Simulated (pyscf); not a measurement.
PySCF, gas phase, ωB97X-D3(BJ)/def2-SVP geometries. Correlated levels are frozen-core, on RHF or UHF. ΔMP2 is the change of the MP2 total energy from the triple- to the quadruple-zeta basis. Singlets are restricted, triplets unrestricted.

Singlet (Å):
```xyz
4

N     -1.2197    -0.5088    -0.1203
Ga    -0.7290     0.3391     1.4631
H     -0.7828    -1.3456    -0.5025
H     -1.9693    -0.2106    -0.7418
```

Triplet (Å):
```xyz
4

N      0.0686     0.6641    -0.1130
Ga     1.5953     0.7151    -1.1709
H      0.2312     0.4354     0.8657
H     -0.6946     0.1030    -0.4862
```

**Question.** For these two minima of H₂N–Ga, which spin state lies lower at CCSD(T)/def2-TZVPP + ΔMP2(QZVPP), and by how much (electronic energies)?

**Answer.** The singlet, by 3.00 eV. Zero-point energy shifts E(triplet) − E(singlet) by +0.02 eV. Other isomers of H₂N–Ga [singlet] were not searched in full and may lie lower. 

E(triplet) − E(singlet) by level (eV):

```csv
level,gap
ωB97X-D3(BJ)/def2-TZVP,+3.03
PBE/def2-TZVP,+2.89
r²SCAN/def2-TZVP,+2.72
B3LYP-D3(BJ)/def2-TZVP,+3.03
PBE0-D3(BJ)/def2-TZVP,+2.80
M06-2X/def2-TZVP,+2.85
ωB97M-D3(BJ)/def2-TZVP,+3.07
HF/def2-TZVP,+2.11
MP2/def2-QZVPP,+2.91
CCSD/def2-TZVPP,+2.82
CCSD(T)/def2-TZVPP,+2.84
CCSD(T)/def2-TZVPP + ΔMP2(QZVPP),+3.00
```

The triplet is the lowest one reached from the SCF start used. The CCSD(T) − MP2 part came from Ansatz, without density fitting, on the same reference. The frozen core leaves the outer d or s,p core shells of the metals and heavy elements correlated in the MP2 and CC values, and def2-TZVPP describes them poorly, which can shift differences by a few kcal/mol. Elements up to Kr have no core potential and no relativistic terms here.
